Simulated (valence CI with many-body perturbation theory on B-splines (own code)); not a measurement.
## E1 transitions of Pd XXXIV

Level of theory: relativistic CI+MBPT: three valence electrons over a frozen Dirac-Fock core [Ne], a basis of 11 s, 11 p, 9 d, 7 f, 5 g, 2 h, 1 i functions for each j, with the one-electron correlation potential Σ1 (screened to all orders), the two-electron term Σ2, the three-electron term Σ3, Breit, model QED; selected single and double excitations, second order for the rest (own B-spline code, finite nucleus).

The last digits are not significant, and no measured levels were compared; by estimate large intervals hold to a few tenths of a per cent, small ones and those within an open d or f shell to about a per cent.

Lines 201 to 250 of 282 in falling wavelength, among levels below 30.222 Ry, chosen from the strongest by gf and those to the six lowest levels. Wavelengths and rates use the calculated energies. Electric multipoles are in the length gauge, E1 and E2 with the static RPA response of the core. Weak lines are less certain than strong ones. Lines between different terms over intervals too small for the method are left out, as are lines whose strength nearly cancels. The highest levels of a list are the least certain.

Levels are named by their leading jj configuration (3d3/2^4 stands for four electrons in 3d with j = 3/2), which in mixed levels can hold well under half, so a name can repeat and another be missing. Letters in brackets count levels of one name in rising energy.

```tsv
λ vac (Å)	Upper	Lower	A (s⁻¹)	S (a.u.) with core polarisation	S without
76.33	(3s 3p1/2 3d3/2) J=3/2 [b]	(3s 3p1/2^2) J=1/2	1.29e+11	1.14e-01	1.16e-01
76.30	(3s 3p1/2 3d3/2) J=1/2	(3s 3p1/2^2) J=1/2	1.64e+11	7.21e-02	7.37e-02
76.04	(3s 3d3/2^2) J=1/2	(3s 3p1/2 3d3/2) J=1/2	6.81e+10	2.96e-02	3.02e-02
76.01	(3s 3d3/2^2) J=1/2	(3s 3p1/2 3d3/2) J=3/2 [b]	1.62e+11	7.02e-02	7.18e-02
76.00	(3p3/2^2 3d3/2) J=3/2	(3s 3p1/2 3d5/2) J=5/2 [a]	2.16e+10	1.87e-02	1.92e-02
75.96	(3p1/2 3p3/2 3d3/2) J=1/2 [b]	(3p1/2^2 3p3/2) J=3/2	1.25e+11	5.42e-02	5.54e-02
75.95	(3s 3d3/2 3d5/2) J=5/2 [a]	(3s 3p1/2 3d5/2) J=5/2 [a]	7.09e+10	9.20e-02	9.41e-02
75.91	(3s 3p3/2 3d5/2) J=3/2 [a]	(3s 3p1/2 3p3/2) J=5/2	2.66e+09	2.30e-03	2.35e-03
75.85	(3s 3d3/2 3d5/2) J=3/2	(3s 3p1/2 3d5/2) J=5/2 [b]	9.68e+10	8.34e-02	8.53e-02
75.70	(3s^2 3d3/2) J=3/2	(3s^2 3p1/2) J=1/2	2.01e+11	1.72e-01	1.76e-01
75.66	(3s 3d3/2 3d5/2) J=7/2	(3s 3p1/2 3d5/2) J=5/2 [a]	1.11e+10	1.90e-02	1.94e-02
75.32	(3s 3p3/2 3d3/2) J=1/2 [b]	(3s 3p1/2 3p3/2) J=1/2	7.78e+10	3.28e-02	3.35e-02
75.30	(3p3/2^2 3d3/2) J=7/2	(3s 3p1/2 3d5/2) J=5/2 [b]	2.32e+10	3.91e-02	4.00e-02
75.24	(3s 3p3/2 3d3/2) J=5/2 [a]	(3s 3p1/2 3p3/2) J=3/2 [a]	5.10e+10	6.43e-02	6.57e-02
75.24	(3s 3d3/2 3d5/2) J=5/2 [b]	(3s 3p1/2 3d5/2) J=5/2 [b]	7.24e+10	9.13e-02	9.34e-02
75.14	(3s 3p3/2 3d3/2) J=3/2 [a]	(3s 3p1/2 3p3/2) J=3/2 [a]	8.60e+10	7.20e-02	7.37e-02
74.97	(3s 3p3/2 3d3/2) J=1/2 [a]	(3s 3p1/2 3p3/2) J=3/2 [a]	1.16e+11	4.84e-02	4.95e-02
74.16	(3s 3d3/2^2) J=5/2	(3s 3p1/2 3d3/2) J=5/2	1.03e+11	1.24e-01	1.27e-01
74.13	(3s 3p3/2 3d5/2) J=5/2 [a]	(3s 3p1/2 3p3/2) J=5/2	5.55e+09	6.70e-03	6.87e-03
73.87	(3s 3d3/2 3d5/2) J=5/2 [b]	(3s 3p1/2 3d5/2) J=7/2	1.77e+10	2.11e-02	2.16e-02
73.21	(3s 3d3/2^2) J=3/2	(3s 3p1/2 3d3/2) J=3/2 [a]	1.10e+11	8.55e-02	8.75e-02
72.69	(3s 3p3/2 3d5/2) J=1/2	(3s 3p1/2 3p3/2) J=1/2	5.02e+10	1.90e-02	1.95e-02
72.21	(3s 3p3/2 3d5/2) J=3/2 [a]	(3s 3p1/2 3p3/2) J=3/2 [a]	7.98e+06	5.93e-06	6.20e-06
72.13	(3s 3d3/2 3d5/2) J=3/2	(3s 3p1/2 3d5/2) J=5/2 [a]	3.48e+10	2.58e-02	2.64e-02
71.90	(3s 3p3/2 3d3/2) J=5/2 [b]	(3s 3p1/2 3p3/2) J=3/2 [b]	8.32e+10	9.16e-02	9.37e-02
71.64	(3p3/2^2 3d3/2) J=7/2	(3s 3p1/2 3d5/2) J=5/2 [a]	3.39e+10	4.92e-02	5.03e-02
71.50	(3s 3p3/2 3d3/2) J=1/2 [b]	(3s 3p1/2 3p3/2) J=3/2 [b]	8.12e+08	2.93e-04	3.01e-04
71.39	(3s 3p3/2 3d3/2) J=3/2 [b]	(3s 3p1/2 3p3/2) J=5/2	4.99e+08	3.59e-04	3.67e-04
71.22	(3s 3p3/2^2) J=1/2	(3s^2 3p1/2) J=1/2	4.43e+09	1.58e-03	1.62e-03
70.62	(3p1/2 3p3/2 3d5/2) J=5/2 [c]	(3p1/2^2 3p3/2) J=3/2	4.56e+10	4.76e-02	4.86e-02
70.60	(3s 3p3/2 3d5/2) J=5/2 [a]	(3s 3p1/2 3p3/2) J=3/2 [a]	1.29e+09	1.34e-03	1.37e-03
70.25	(3s 3p3/2 3d5/2) J=7/2 [a]	(3s 3p1/2 3p3/2) J=5/2	3.30e+10	4.52e-02	4.63e-02
69.78	(3p1/2 3p3/2^2) J=1/2	(3s 3p1/2^2) J=1/2	2.42e+09	8.12e-04	8.30e-04
69.14	(3s 3p3/2^2) J=3/2	(3s^2 3p1/2) J=1/2	8.14e+09	5.31e-03	5.43e-03
69.13	(3s 3p3/2 3d5/2) J=1/2	(3s 3p1/2 3p3/2) J=3/2 [b]	7.54e+09	2.46e-03	2.52e-03
68.11	(3s 3p3/2 3d3/2) J=3/2 [b]	(3s 3p1/2 3p3/2) J=3/2 [a]	2.37e+08	1.48e-04	1.51e-04
67.59	(3s 3p3/2 3d5/2) J=3/2 [b]	(3s 3p1/2 3p3/2) J=3/2 [b]	7.28e+06	4.44e-06	4.56e-06
67.13	(3s 3p3/2 3d5/2) J=5/2 [b]	(3s 3p1/2 3p3/2) J=3/2 [b]	1.04e+09	9.36e-04	9.61e-04
66.95	(3s 3p3/2 3d3/2) J=5/2 [b]	(3s 3p1/2 3p3/2) J=5/2	9.18e+08	8.16e-04	8.36e-04
66.59	(3s 3p1/2 3d5/2) J=3/2	(3s 3p1/2^2) J=1/2	1.90e+10	1.11e-02	1.13e-02
66.58	(3s 3p3/2 3d5/2) J=7/2 [b]	(3s 3p1/2 3p3/2) J=5/2	5.68e+09	6.61e-03	6.75e-03
65.40	(3p3/2^3) J=3/2	(3s 3p1/2 3p3/2) J=3/2 [b]	4.65e+09	2.57e-03	2.63e-03
64.61	(3s 3p3/2 3d3/2) J=3/2 [a]	(3s 3p1/2^2) J=1/2	3.51e+09	1.87e-03	1.91e-03
64.50	(3s 3p3/2 3d3/2) J=1/2 [a]	(3s 3p1/2^2) J=1/2	1.84e+08	4.86e-05	4.97e-05
64.05	(3s 3p3/2 3d3/2) J=5/2 [b]	(3s 3p1/2 3p3/2) J=3/2 [a]	1.02e+08	7.92e-05	8.08e-05
63.73	(3s 3p3/2 3d3/2) J=1/2 [b]	(3s 3p1/2 3p3/2) J=3/2 [a]	6.65e+07	1.70e-05	1.74e-05
63.19	(3s 3p3/2 3d5/2) J=3/2 [b]	(3s 3p1/2 3p3/2) J=5/2	1.60e+09	7.98e-04	8.17e-04
62.79	(3s 3p3/2 3d5/2) J=5/2 [b]	(3s 3p1/2 3p3/2) J=5/2	3.35e+09	2.46e-03	2.51e-03
62.44	(3s 3p3/2 3d5/2) J=3/2 [a]	(3s 3p1/2^2) J=1/2	1.56e+09	7.48e-04	7.66e-04
61.84	(3s 3p3/2 3d5/2) J=1/2	(3s 3p1/2 3p3/2) J=3/2 [a]	3.55e+08	8.28e-05	8.47e-05
```
